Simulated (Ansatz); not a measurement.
Geometry optimisation, UKS revPBE-D4/cc-pVDZ (Ansatz).

Input:

```yaml
crystal:
  periodic: [false, false, false]
  atoms:
    - { symbol: B, position_ang: [-0.77834, 2.30861, 0.56448] }
    - { symbol: C, position_ang: [0.11273, 1.14271, 0.22598] }
    - { symbol: Si, position_ang: [-0.39811, -0.53406, -0.06998] }
    - { symbol: C, position_ang: [0.78517, -1.95991, -0.4924] }
    - { symbol: H, position_ang: [-0.32217, 3.37725, 0.73989] }
    - { symbol: H, position_ang: [-1.94263, 2.16467, 0.65887] }
    - { symbol: H, position_ang: [1.18628, 1.31145, 0.14693] }
    - { symbol: H, position_ang: [-1.76463, -1.05708, -0.0338] }
    - { symbol: H, position_ang: [0.2645, -2.90212, -0.65205] }
    - { symbol: H, position_ang: [1.50664, -2.11304, 0.30618] }
    - { symbol: H, position_ang: [1.35057, -1.73848, -1.3941] }
magnetization:
  spin_polarized: true
basis:
  gaussian: { orbitals: cc-pVDZ }
hamiltonian:
  xc: revpbe
  dispersion: d4
relax:
  f_tol: 0.02
  max_steps: 50
```

Command:

```bash
$ ansatz run input.yaml --threads 2 --pin off --max-ram 3072MiB --backend cpu --events-out ev --progress --plain --runs-dir out
```

Problem. Where does it end, and by what steps?

Solution. The forces met the threshold. The force dipped under the threshold on the way, but the program's further checks kept it going. After 31 steps the energy has fallen by 0.214 eV; H10 moved furthest, 0.85 Å.

```
step  energy less start (eV)  largest force component (eV/Å)  accepted
   0                  0.0000                           1.099       yes
   2                 -0.1678                           0.141       yes
   4                 -0.1829                           0.082       yes
   6                 -0.1839                           0.028       yes
   8                 -0.1843                           0.025       yes
  10                 -0.1868                           0.022       yes
  12                 -0.1821                           0.467        no
  14                 -0.1958                           0.112       yes
  16                 -0.1994                           0.064       yes
  18                 -0.1951                           0.424        no
  20                 -0.2070                           0.016       yes
  22                 -0.2095                           0.156       yes
  24                 -0.2124                           0.085       yes
  26                 -0.2129                           0.082       yes
  28                 -0.2141                           0.025       yes
  30                 -0.2144                           0.020       yes
  31                 -0.2145                           0.004       yes
```

```xyz
11
Properties=species:S:1:pos:R:3
B -0.806 2.214 0.519
C 0.230 1.205 0.041
Si -0.258 -0.476 0.041
C 0.774 -1.969 -0.481
H -0.562 3.409 0.561
H -1.912 1.833 0.873
H 1.244 1.481 -0.294
H -1.641 -0.846 0.498
H 0.273 -2.511 -1.311
H 0.872 -2.682 0.365
H 1.785 -1.659 -0.811
```

Run time: 51 s on 2 threads of AMD EPYC 9R14 (Zen 4), with other jobs on the host, peak memory 0.18 GiB.
